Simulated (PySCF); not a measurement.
## Bond curve of KCl

Set-up: K x2c-TZVPall, Cl x2c-TZVPall; spin-free X2C with a Gaussian nucleus (PySCF 2.14). Energies in eV from K + Cl in their ground configurations at the same level. State: ¹Σ⁺ (singlet), closed shell.

All columns are PBE0. A positive dipole means K(−)Cl(+).

```tsv
R (Å)	E (eV)	μ (D)	Mulliken charge on K (basis-dependent)	HOMO (eV)	LUMO (eV)	Mayer bond order	⟨S²⟩
2.312	-3.616	-8.30	0.66	-6.35	-1.05	0.66	0.00
2.420	-3.938	-8.83	0.67	-6.33	-1.13	0.64	0.00
2.528	-4.109	-9.35	0.68	-6.17	-1.21	0.61	0.00
2.608	-4.168	-9.74	0.69	-6.05	-1.28	0.60	0.00
2.689	-4.182	-10.12	0.70	-5.93	-1.34	0.58	0.00
2.770	-4.163	-10.50	0.70	-5.82	-1.39	0.57	0.00
2.877	-4.101	-11.01	0.71	-5.68	-1.47	0.56	0.00
3.012	-3.982	-11.65	0.72	-5.52	-1.57	0.54	0.00
3.173	-3.807	-12.41	0.73	-5.33	-1.69	0.52	0.00
3.388	-3.550	-13.44	0.74	-5.09	-1.84	0.50	0.00
```

A fit through these points gives, at Re = 2.680 Å, μ = -10.08 D and dμ/dR = -4.75 D/Å; the reduced mass is 18.43 u.

How strong is the fundamental in the double-harmonic approximation, I = 42.26·(dμ/dR)²/μred km/mol?

I = 42.26·(-4.75)²/18.43 = 51.7 km/mol at PBE0.
